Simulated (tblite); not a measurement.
A tight-binding relaxation on `C=C[C@@H]1[C@H](C)CP1C(F)(F)F`.

Computed with GFN2-xTB geometry optimisation, gas phase (tblite 0.8.0). Start geometry: from a force field or distance geometry. The command runs a driver script over a list of jobs; the input below is this job's line of settings and its coordinates in Å.

Command:
```bash
OMP_NUM_THREADS=1 python probes_run.py task.json out
```

Input:
```
{"job": {"kind": "relax", "xc": "GFN2-xTB", "basis": "xTB"}, "charge": 0, "multiplicity": 1}
C      0.178600     2.824000    -0.729200
C      0.194100     1.533700    -1.066000
C     -0.419300     0.511500    -0.164500
C      0.559000    -0.389800     0.643000
C      2.001600     0.052000     0.869300
C      0.409600    -1.643900    -0.270200
P     -1.087800    -0.967300    -1.039500
C     -2.370200    -1.502000     0.034800
F     -2.618400    -2.771200    -0.324900
F     -1.971000    -1.414900     1.297600
F     -3.410600    -0.703300    -0.227900
H     -0.310800     3.181700     0.180700
H      0.625000     3.570300    -1.364000
H      0.696200     1.212600    -1.975200
H     -1.226300     0.957800     0.453700
H      0.153400    -0.591200     1.670900
H      2.564100    -0.703500     1.419200
H      2.034500     0.976100     1.442000
H      2.519300     0.225400    -0.082200
H      0.274200    -2.595900     0.249900
H      1.196000    -1.745200    -1.018000
```

What does the run print?

```
step      E/eV     max force
  0    -999.81621    4.822
  1   -1000.18103    2.331
  2   -1000.38441    1.120
  3   -1000.43230    0.904
  4   -1000.45828    0.443
  5   -1000.47739    0.333
  6   -1000.48546    0.252
  7   -1000.49843    0.292
  8   -1000.50563    0.193
  9   -1000.50924    0.145
... (62 lines left out)
 72   -1000.53773    0.027
 73   -1000.53782    0.030
 74   -1000.53792    0.032
 75   -1000.53801    0.029
 76   -1000.53809    0.018
 77   -1000.53814    0.016
 78   -1000.53820    0.023
 79   -1000.53824    0.025
 80   -1000.53828    0.016
 81   -1000.53830    0.009
```

«max force» is the largest atomic force in eV/Å.

From which step on does the largest force stay under 0.1 eV/Å, and how much energy is left to gain from there?

From step 23 (0.058 eV/Å), 11.7 meV above the end.

Main results: energy lowered by 16.7 kcal/mol over 81 steps; largest atomic force 0.009 eV/Å at the end.

The run took 0.61 s wall on Arm Neoverse V2, one thread (shared host).
Labels such as C1 count atoms from 1, the log's own numbers from 0.
